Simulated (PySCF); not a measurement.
Excitation energy of Be by level of theory

Be [He] 2s2 (1S) → Be [He] 2s1 3s1 (3S), as a difference of total energies. Computed with PySCF 2.14 in aug-cc-pVTZ with one added diffuse shell each of s, p, d, f type (6s5p4d3f, 62 functions), with the non-relativistic Hamiltonian (point nucleus). Correlated levels: valence: 1s2 frozen. The calculations carry no spin-orbit coupling.

| method | excitation energy (cm⁻¹) |
| --- | --- |
| UHF | 42986 |
| LDA | 48938 |
| PBE | 48541 |
| PBE0 | 48574 |
| r2SCAN | 48078 |
| BHandHLYP | 49937 |
| MN15 | 49970 |
| MP2 (valence) | 48800 |
| SCS-MP2 (valence) | 50319 |

Q: Estimate what BP86 gives.

A: 49198 cm⁻¹, closest to LDA among the rows shown.

Q: Estimate what wB97X-V gives.

A: 50492 cm⁻¹, closest to SCS-MP2 (valence) among the rows shown.

Errors of the correlated levels include the incompleteness of this basis and the frozen core.

For comparison: 52081 cm⁻¹ (measured; NIST levels).
